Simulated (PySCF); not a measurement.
A mixed set of molecules. Computed with PySCF, TDDFT CAM-B3LYP/def2-SVPD, vertical, gas phase, core orbitals frozen in the response. Geometries: PBE0-D3(BJ)/def2-SVP; one conformer of each isolated species. Triplets are in the Tamm–Dancoff approximation. 'Strongest' means the level of largest summed f among the lowest 10 singlets; it needn't be the same kind of state in each. Atoms past krypton carry core potentials; spin–orbit coupling is left out.

Problem. Rank by computed HOMO–LUMO gap, lowest first.
A. `C1CC[N](C1)[GaH2]`
B. `[In]([CH2]C)([CH](C)C)[CH2]C`
C. `[BH2-]1[NH2+][BH2-][NH+]1C1CCC1`
D. `[GeH3][C@@H]1CC[C@@H]1C1=CC=CC=C1`
E. `FC(F)(F)OC1=CSC=C1`
F. `[C-]#[N+]C1CC1`

Solution. B (7.32 eV), A (7.75 eV), E (8.59 eV), D (8.90 eV), C (10.04 eV), F (11.00 eV).

```
                         SMILES  gap (eV)  S1 (eV)  strongest (eV)  α (au)  first f ≥ 0.01 (nm)  S1 mainly
     C[CH2][In]([CH2]C)[CH](C)C      7.32     4.06            6.99   126.1                  231  H→L (98%)
                [GaH2][N]1CCCC1      7.75     4.99            4.99    85.4                  249  H→L (98%)
               FC(F)(F)Oc1ccsc1      8.59     5.62            7.48    80.4                  221  H→L (90%)
 [GeH3][C@@H]1CC[C@@H]1c1ccccc1      8.90     5.36            6.82   140.6                  207  H→L (32%)
[BH2-]1[NH2+][BH2-][NH+]1C1CCC1     10.04     7.24            7.55    91.0                  164  H→L (90%)
                 [C-]#[N+]C1CC1     11.00     7.21            9.00    50.6                  160  H→L (52%)
```

H and L stand for HOMO and LUMO.

- `C[CH2][In]([CH2]C)[CH](C)C`: Löwdin shares by element: HOMO carbon 48% or more, indium 17% (atoms not listed hold the other 36%); LUMO indium 55%, carbon 18% or more (atoms not listed hold the other 27%).
- `[GaH2][N]1CCCC1`: Löwdin shares by element: HOMO nitrogen 55%, carbon 18% or more, gallium 10% (atoms not listed hold the other 18%); LUMO gallium 62%, hydrogen 20% or more, nitrogen 11%.
- `FC(F)(F)Oc1ccsc1`: Löwdin shares by element: HOMO carbon 63% or more, sulfur 15% (atoms not listed hold the other 22%); LUMO carbon 56% or more, sulfur 22% (atoms not listed hold the other 21%).
- `[GeH3][C@@H]1CC[C@@H]1c1ccccc1`: Löwdin shares by element: HOMO carbon 62% or more (atoms not listed hold the other 38%); LUMO carbon 62% or more (atoms not listed hold the other 38%).
- `[BH2-]1[NH2+][BH2-][NH+]1C1CCC1`: Löwdin shares by element: HOMO nitrogen 34%, boron 27% (atoms not listed hold the other 40%); LUMO boron 50%, hydrogen 24% or more (atoms not listed hold the other 26%).
- `[C-]#[N+]C1CC1`: Löwdin shares by element: HOMO carbon 53% or more, nitrogen 25% (atoms not listed hold the other 22%); LUMO carbon 39% or more, hydrogen 17% or more (atoms not listed hold the other 44%).
